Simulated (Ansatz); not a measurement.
H3GeN, SMILES `[NH2][GeH]` (excited triplet) (charge 0, multiplicity 3). This triplet is an excited state, 1.86 eV above the relaxed singlet at the level frozen-core CCSD(T)/cc-pVTZ // PBE0-D3(BJ)/def2-TZVP (Ansatz, a quantum-chemistry and plane-wave program).

The numbers are results of frozen-core fic-MRCISD+Q@CASSCF(2e,2o)/cc-pVTZ // PBE0-D3(BJ)/def2-TZVP run with Ansatz, not measurements.

Ansatz 0.2 input:
```yaml
crystal:
  periodic: [false, false, false]
  atoms:
    - { symbol: N, position_ang: [-0.670386, 0.120236, -0.142512] }
    - { symbol: Ge, position_ang: [0.980508, -0.350841, 0.539828] }
    - { symbol: H, position_ang: [-1.284238, -0.645219, -0.386943] }
    - { symbol: H, position_ang: [-1.186383, 0.813048, 0.383076] }
    - { symbol: H, position_ang: [2.160499, 0.062776, -0.393448] }
basis:
  gaussian: { orbitals: cc-pVTZ }
correlation:
  method: fic_mrcisd_q
  active_space: { window: { electrons: 2, orbitals: 2 } }
magnetization:
  spin_polarized: false
  initial_magnetization: 2
```

Output:

```
Functional definition: HF
691 factors; integrals over basis functions are off by at most 7.1e-4 eV
mean field evaluation 1: about -58000.4099 eV, gradient 3.0e1 eV
mean field evaluation 2: about -58000.4172 eV, gradient 3.0e1 eV
mean field evaluation 4: about -58002.7476 eV, gradient 3.9e0 eV
mean field evaluation 8: about -58002.8729 eV, gradient 2.2e-1 eV
mean field evaluation 16: about -58001.9107 eV, gradient 9.8e0 eV
mean field -58002.87333514 eV, -2131.5662793069 hartree, gradient 8.5e-7 eV, S^2 2.000000; 2 other end points of the search recorded, 0 dependent functions left out
reference -58002.87333514 eV, -2131.5662793069 hartree; 22, 20 occupied and 93, 95 virtual orbitals, 691 factors
state -58002.87333514 eV, -2131.5662793069 hartree
contracted CI cycle   1: correlation 0.00000000 eV, 0.0000000000 hartree, residual 3.54e1 eV
contracted CI cycle   2: correlation -9.54873890 eV, -0.3509096823 hartree, residual 5.15e0 eV
contracted CI cycle   3: correlation -9.82751483 eV, -0.3611545086 hartree, residual 1.13e0 eV
contracted CI cycle   4: correlation -9.84206588 eV, -0.3616892500 hartree, residual 2.87e-1 eV
contracted CI cycle   5: correlation -9.84321903 eV, -0.3617316272 hartree, residual 9.02e-2 eV
contracted CI cycle   6: correlation -9.84333636 eV, -0.3617359393 hartree, residual 3.08e-2 eV
contracted CI cycle   7: correlation -9.84334965 eV, -0.3617364277 hartree, residual 9.81e-3 eV
contracted CI cycle   8: correlation -9.84335087 eV, -0.3617364723 hartree, residual 2.75e-3 eV
contracted CI cycle   9: correlation -9.84335096 eV, -0.3617364759 hartree, residual 7.23e-4 eV
state -58002.87333514 eV, -2131.5662793069 hartree; corrected -58013.81163580 eV, -2131.9682544416 hartree
Total energy: -58013.81163580 eV, -2131.9682544416 hartree
```
